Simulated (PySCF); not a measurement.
**Radial density of Ir (iridium, neutral)**

UHF, [Xe] 4f14 5d7 6s1 7s1, high-spin 6F determinant (an excited configuration). All numbers are calculated (PySCF 2.14, scalar relativity by spin-free X2C-1e, in x2c-TZVPPall with one added diffuse shell each of s, p, d, f type (12s8p8d4f1g, 113 functions)).

| r (bohr) | 4πr²ρ (e/bohr) | 4πr²(ρα − ρβ) |
| --- | --- | --- |
| 0.0135 | 106.4 | 0.0005 |
| 0.0227 | 93.29 | -0.0032 |
| 0.0383 | 124.4 | 0.0173 |
| 0.0643 | 136.1 | 0.1032 |
| 0.108 | 113.5 | 0.2135 |
| 0.182 | 118.3 | -0.0041 |
| 0.306 | 72.83 | 0.3103 |
| 0.515 | 64.44 | 0.0415 |
| 0.866 | 21.40 | 1.0477 |
| 1.46 | 9.580 | 2.2791 |
| 2.45 | 2.024 | 1.0866 |
| 4.12 | 0.2319 | 0.1771 |
| 6.93 | 0.1451 | 0.1450 |
| 11.7 | 0.06868 | 0.0687 |
| 19.6 | 0.0005082 | 0.0005 |

Densities and radii are taken from the X2C orbitals without a picture-change correction, which distorts them close to the nucleus.

Spin-orbit coupling, absent here, splits the open shell strongly. The outer electron is Rydberg-like, and this basis confines it to a smaller radius and binds it less than a complete one would.

Task: Where is the radial spin density 4πr²(ρα − ρβ) most negative, and why is it negative at all?

Result: Around r = 0.182 bohr, down to -0.0041 e/bohr: exchange with the open shell polarises the paired shells in an unrestricted calculation.
